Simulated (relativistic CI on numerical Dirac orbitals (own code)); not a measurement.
## Calculated levels, Sr XV

These numbers are calculated, not measured: Dirac-Coulomb-Breit CI, separate exchange-only KLI orbitals for each configuration, model QED (radiative potential, 1s self-energy scaled to tabulated hydrogen-like ionisation energies), unscaled Slater integrals (own radial code, finite nucleus).

Configurations in the expansion (outside the closed core [Ne]): 3s2 3p6 3d6, 3s2 3p5 3d7, 3s2 3p4 3d8, 3s 3p6 3d7, 3p6 3d8, 3s2 3p6 3d5 4s, 3s2 3p6 3d5 4p, 3s 3p5 3d8, 3s2 3p6 3d5 4d, 3s2 3p6 3d4 4s2, 3s2 3p6 3d5 4f, 3s2 3p6 3d4 4s 4p, 3s2 3p5 3d6 4s, 3s2 3p6 3d5 5s, 3s2 3p6 3d4 4p2, 3s2 3p4 3d7 4s, 3s2 3p6 3d5 5p, 3s2 3p6 3d4 4s 4d, 3s2 3p5 3d6 4p, 3s2 3p4 3d7 4p, 3s2 3p6 3d5 5d, 3s2 3p6 3d4 4p 4d, 3s2 3p6 3d5 5g, 3s2 3p6 3d5 6s, 3s 3p6 3d6 4s, 3s2 3p6 3d5 6d, 3s 3p6 3d5 4s2, 3p6 3d7 4s, 3p6 3d7 4p, 3p6 3d7 4d, 3s 3p6 3d6 5s. Levels of other configurations are missing.

The lowest level is 3s2 3p6 3d6 5D_4, with 96 % of that term; Hund's rules for 3s2 3p6 3d6 give 5D with J = 4, in agreement.

| No. | Configuration | Term | J | E (cm⁻¹) | % | Next component (%) | Landé g |
| --- | --- | --- | --- | --- | --- | --- | --- |
| 1 | 3s2 3p6 3d6 | 5D | 4 | 0.0 | 96 | 4 3F | 1.489 |
| 2 | 3s2 3p6 3d6 | 5D | 3 | 8257.8 | 98 | 1 3F | 1.493 |
| 3 | 3s2 3p6 3d6 | 5D | 2 | 11779.1 | 93 | 5 3P | 1.493 |
| 4 | 3s2 3p6 3d6 | 5D | 1 | 14793.0 | 94 | 5 3P | 1.495 |
| 5 | 3s2 3p6 3d6 | 5D | 0 | 16042.9 | 94 | 5 3P |  |
| 6 | 3s2 3p6 3d6 | 3P | 2 | 55665.6 | 89 | 6 5D | 1.480 |
| 7 | 3s2 3p6 3d6 | 3F | 4 | 59136.0 | 41 | 24 3H | 1.075 |
| 8 | 3s2 3p6 3d6 | 3H | 6 | 64153.3 | 95 | 5 1I | 1.157 |
| 9 | 3s2 3p6 3d6 | 3H | 5 | 65356.8 | 70 | 30 3G | 1.081 |
| 10 | 3s2 3p6 3d6 | 3F | 3 | 69659.5 | 80 | 17 3G | 1.032 |
| 11 | 3s2 3p6 3d6 | 3F | 2 | 71970.4 | 93 | 6 1D | 0.691 |
| 12 | 3s2 3p6 3d6 | 3H | 4 | 73325.1 | 61 | 37 3F | 0.977 |
| 13 | 3s2 3p6 3d6 | 3P | 0 | 77386.1 | 66 | 28 1S |  |
| 14 | 3s2 3p6 3d6 | 3P | 1 | 77635.1 | 89 | 5 5D | 1.449 |
| 15 | 3s2 3p6 3d6 | 3G | 5 | 82985.8 | 70 | 30 3H | 1.149 |
| 16 | 3s2 3p6 3d6 | 3G | 4 | 87207.9 | 78 | 9 1G | 1.048 |
| 17 | 3s2 3p6 3d6 | 3G | 3 | 89798.4 | 80 | 18 3F | 0.812 |
| 18 | 3s2 3p6 3d6 | 3D | 2 | 95420.7 | 81 | 11 1D | 1.151 |
| 19 | 3s2 3p6 3d6 | 3D | 1 | 98671.2 | 93 | 6 3P | 0.559 |
| 20 | 3s2 3p6 3d6 | 3D | 3 | 99128.6 | 94 | 2 3F | 1.318 |
| 21 | 3s2 3p6 3d6 | 1I | 6 | 102046.5 | 95 | 5 3H | 1.006 |
| 22 | 3s2 3p6 3d6 | 1G | 4 | 106319.2 | 78 | 11 3H | 1.004 |
| 23 | 3s2 3p6 3d6 | 1S | 0 | 116398.5 | 63 | 36 3P |  |
| 24 | 3s2 3p6 3d6 | 1D | 2 | 118095.4 | 77 | 12 3D | 1.018 |
| 25 | 3s2 3p6 3d6 | 1F | 3 | 132194.2 | 82 | 16 3F | 1.012 |
| 26 | 3s2 3p6 3d6 | 3P | 0 | 145696.3 | 90 | 9 1S |  |
| 27 | 3s2 3p6 3d6 | 3P | 1 | 150881.2 | 98 | 1 3D | 1.492 |
| 28 | 3s2 3p6 3d6 | 3F | 4 | 157630.4 | 93 | 5 1G | 1.233 |
| 29 | 3s2 3p6 3d6 | 3F | 2 | 158210.2 | 97 | 1 3D | 0.674 |
| 30 | 3s2 3p6 3d6 | 3F | 3 | 163592.3 | 82 | 14 1F | 1.073 |

Energies count from the lowest computed level.

The mean weight of the leading LS term, summed over parents, in these 30 levels is 84 %, and that of the leading jj configuration (from the same eigenvectors) 60 %, so LS coupling describes them better.

At this charge energies of transitions that change n are usually good to better than 1 %, and those within a shell (Δn = 0) to a few per cent. Terms inside the open d or f shell come out 10 to 20 % too wide with unscaled integrals.

Landé's interval rule says that E(J) − E(J−1) = AJ with one A. For the ground term the intervals give A = -1249.9, -1506.9, -1173.8, -2064.5 cm⁻¹ for J = 1, 2, 3, 4; the multiplet is inverted.

LS names give the leading component of a level, which can be under half, so a name can repeat, a term be missing and a line seem to break the LS rules.
